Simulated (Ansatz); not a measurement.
`F[SiH2][O][GeH3]` + `N[SiH3]` → `F[SiH2]N[SiH3]` + `[OH][GeH3]` at 600 K and 1 bar (ligand exchange at the Si–O bond).

Gas-phase electronic energies from Ansatz, PBE0-D4/def2-TZVP geometries. CBS: MP2 limit from def2 TZ/QZ plus the TZ coupled-cluster correction, frozen cores. This one scheme is used for every species. For Ge outer-core shells are correlated without core-valence functions, which leaves a few kJ/mol of doubt a bond. Scalar relativity is left out up to krypton. One conformer a species, not always the lowest.

| species | CCSD(T)/CBS energy (Eh) | H − E (kJ/mol) | S (J/(mol·K)) |
| --- | --- | --- | --- |
| `F[SiH2][O][GeH3]` | -2543.28863 | 185.0 | 443.8 |
| `N[SiH3]` | -346.80422 | 170.6 | 320.8 |
| `F[SiH2]N[SiH3]` | -736.37696 | 222.4 | 429.5 |
| `[OH][GeH3]` | -2153.69723 | 132.5 | 324.6 |

H − E and S are ideal-gas, rigid-rotor, harmonic terms from PBE0-D4/def2-TZVP, for one conformer and one mirror image of each species. 1 Eh = 2625.50 kJ/mol, R = 8.31446 J/(mol·K).

Problem. By hand: ΔE, ΔH, ΔS and ΔG.

Solution. ΔE = (-736.37696) + (-2153.69723) − (-2543.28863) − (-346.80422) = 0.01866 Eh = 49.0 kJ/mol. Δ(H − E) = 222.4 + 132.5 − 185.0 − 170.6 = -0.7, so ΔH = 48.3 kJ/mol. ΔS = 429.5 + 324.6 − 443.8 − 320.8 = -10.5 J/(mol·K). ΔG = 48.3 − 600 × (-10.5)/1000 = 54.6 kJ/mol.

Problem. By hand: the equilibrium constant, and the temperature at which ΔG would vanish if ΔH and ΔS stayed fixed.

Solution. log₁₀ K = −ΔG/(RT ln 10) = -4.8. ΔH and −TΔS have one sign here, so there is no such temperature.

The number of gas molecules stays the same, so ΔS is small and ΔH decides. A doubt of 5 kJ/mol in ΔE shifts log₁₀ K by 0.4 here. Other conformers and mirror images would add mixing entropy, several J/(mol·K) or more a flexible species. Modes under 60 cm⁻¹, often nearly free rotors, make the harmonic entropy too high. These are equilibria of isolated gas molecules and say nothing of rates. Largest T1 diagnostic: 0.012 (customary marks: 0.02 for closed shells, 0.045 for open ones).

ΔS is within the doubt of such terms, so its sign, and with it that verdict, could turn.
